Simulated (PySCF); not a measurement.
## BiO: from constants to spectrum

M06-L constants of BiO, ²Π (doublet), unpaired electrons π ↑ (basis Bi aug-cc-pVDZ-PP with ECP60, O aug-cc-pVDZ; scalar-relativistic core potentials; PySCF 2.14; masses 208.9804 and 15.9949 u):

```
ωe              : 736.9 cm⁻¹
ωexe            : 3.69 cm⁻¹
Be              : 0.29738 cm⁻¹
αe              : 0.00167 cm⁻¹
D (centrifugal) : 1.94e-07 cm⁻¹
De to Bi + O    : 3.93 eV
```

Problem. Give the vibrational terms G(v) and spacings up to v = 6.

Solution. G(v) = ωe(v+½) − ωexe(v+½)².

```
v  G(v) (cm⁻¹)  G(v) − G(v−1)  Bv (cm⁻¹)
0          368                    0.2965
1         1097            730     0.2949
2         1819            722     0.2932
3         2534            715     0.2915
4         3241            707     0.2899
5         3941            700     0.2882
6         4634            693     0.2865
```

Problem. How well does the Morse estimate ωe²/(4ωexe) reproduce De, and what is D0?

Solution. It gives 4.56 eV, 116 % of the computed De. D0 = De − G(0) = 3.93 − 0.05 = 3.88 eV.

Spin–orbit coupling is left out, which matters for elements this heavy, above all for dissociation energies. The state is the lowest determinant that a PBE0 search found; another state may lie lower at other levels.
